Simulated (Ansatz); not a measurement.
CH$_{6}$BNSi (`CB1N[SiH2]1`), relaxed with RKS PBE-D4/def2-SVP in Ansatz from a rough embedded geometry. The force threshold is 0.03 eV/Å; the program also tests the step.

Charge 0, multiplicity 1.

Start:

```xyz
10

C     1.216   -0.272   -1.096
B     0.083    0.201   -0.194
N    -1.158    1.047    0.021
Si   -1.013    0.064    1.539
H     2.236   -0.055   -0.627
H     1.214   -1.378   -1.282
H     1.217    0.243   -2.067
H    -1.954    0.550   -0.492
H    -0.175    0.766    2.615
H    -1.666   -1.167    1.584
```

Problem. How much energy does the relaxation release, and in how many steps? (An estimate is asked.)

Solution. The calculation gave: 42.52 kcal/mol, in 7 steps.

Problem. Which bonds change most? (Estimate.)

Solution. The calculation gave: B2–N3 from 1.517 to 1.389 Å; Si4–H10 from 1.394 to 1.507 Å; B2–Si4 from 2.055 to 1.966 Å; N3–H8 from 1.070 to 1.025 Å.

Problem. Give the relaxed structure. (Best estimate.)

Solution. Computed: 
```xyz
10

C     1.257   -0.271   -1.196
B     0.137   -0.022   -0.136
N    -1.095    0.606   -0.015
Si   -0.784   -0.123    1.598
H     2.236    0.090   -0.818
H     1.384   -1.361   -1.368
H     1.051    0.217   -2.171
H    -1.733    1.154   -0.602
H    -0.668    0.886    2.712
H    -1.786   -1.177    1.995
```
